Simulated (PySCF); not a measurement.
# One molecule, several mistakes: BCH6Si2

These are calculations, not measurements. The program is PySCF 2.14.0, an open-source quantum chemistry code, run on an isolated molecule that a program drew, which may never have been made. The molecule is BCH6Si2 (charge 0, doublet), drawn as the SMILES string `C=B[SiH][SiH3]`.

Each row is a Hartree-Fock (HF) and frozen-core CCSD(T) single point in the cc-pV(D+d)Z basis, meant for a local HF minimum. Run 1 is clean. Each other run has one planted mistake out of seven kinds, and not every kind appears here: one electron removed, one electron added, multiplicity raised by two, geometry at a saddle point, minimal basis STO-3G, one bond length entered in bohr, all coordinates scaled. The reference is restricted for singlets and unrestricted otherwise, and also for a bond in bohr. Adding or removing an electron swaps singlet and doublet. Electrons count all cores. HOMO and LUMO are orbital energies over both spins, the gradient is its largest component, and the lowest frequency (negative if imaginary) is given only where the gradient is small. Bond lengths are over the 9 bonds as drawn. T1 is the CCSD diagnostic: over 0.02 (restricted) or 0.045 (unrestricted) a single reference is doubtful.

Geometry of the clean run:
```xyz
10
BCH6Si2, angstrom
C    -2.8794    1.6196   -1.1207
B    -2.7048    0.6208   -0.1695
Si   -2.5768   -0.8093    1.1602
Si   -2.2959   -3.0433    0.4763
H    -2.0641    1.9778   -1.7417
H    -3.8407    2.0961   -1.2869
H    -1.9416   -0.4556    2.4482
H    -3.1977   -3.3074   -0.6664
H    -0.8974   -3.3116    0.0668
H    -2.6412   -3.9407    1.6030
```

```
run  electrons  basis functions  <S^2>  HOMO (eV)  LUMO (eV)  gradient (hartree/bohr)  lowest frequency (cm^-1)  mean bond (Å)  longest bond (Å)      T1  HF (hartree)  CCSD(T) (hartree)                     mistake
  1         45              104  0.777      -8.58       0.31                  1.4e-05                        67         1.5326             2.353  0.0186    -643.82693         -644.29925                    no fault
  2         45              104  3.774      -5.67       0.38                  6.5e-02                         -         1.5326             2.353  0.0159    -643.74436         -644.17979  multiplicity raised by two
  3         45              104  0.985      -8.18       0.38                  3.8e-02                         -         1.6307             2.504  0.0417    -643.79518         -644.27491      all coordinates scaled
  4         45               34  0.937      -5.94       5.41                  2.9e-02                         -         1.5326             2.353  0.0393    -636.34936         -636.58165        minimal basis STO-3G
  5         46              104  0.000      -1.58       7.52                  3.3e-02                         -         1.5326             2.353  0.0180    -643.84788         -644.35696                           ?
```

**Which mistake was planted in run 5, and what did it cost?**

It counts 46 electrons, one more than the clean run, at the same geometry and basis. So the mistake is: one electron added. Subtracting run 1 and multiplying by 627.51 kcal/mol a hartree, the energy moved by -13.1 kcal/mol in HF and -36.2 kcal/mol in CCSD(T).

